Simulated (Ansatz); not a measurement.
(MgS)2 ring (Mg2S2). Total charge 0; singlet. Geometry PBE-D4/def2-TZVP, basis def2-TZVP, Ansatz.

```json
{"run": "A", "HOMO (eV)": "-5.08", "LUMO (eV)": "-3.31"}
{"run": "B", "HOMO (eV)": "-5.88", "LUMO (eV)": "-2.96"}
{"run": "C", "HOMO (eV)": "-5.27", "LUMO (eV)": "-3.27"}
{"run": "D", "HOMO (eV)": "-7.00", "LUMO (eV)": "-2.15"}
{"run": "E", "HOMO (eV)": "-4.90", "LUMO (eV)": "-3.31"}
{"run": "F", "HOMO (eV)": "-5.26", "LUMO (eV)": "-2.96"}
```

B3LYP takes the VWN-RPA correlation.

**Question.** The runs used B3LYP, B97M-V, BHLYP, BLYP, PBE, r2SCAN. Estimate which is which.

**Answer.** A PBE (0 % exact exchange); B B3LYP (20 % exact exchange); C B97M-V (0 % exact exchange); D BHLYP (50 % exact exchange); E BLYP (0 % exact exchange); F r2SCAN (0 % exact exchange). Exact exchange lowers occupied and raises empty levels; among semilocal functionals meta-GGAs tend to open the gap a little, and such runs are hard to tell apart. The gap grows from 1.59 eV (BLYP) to 4.85 eV (BHLYP).
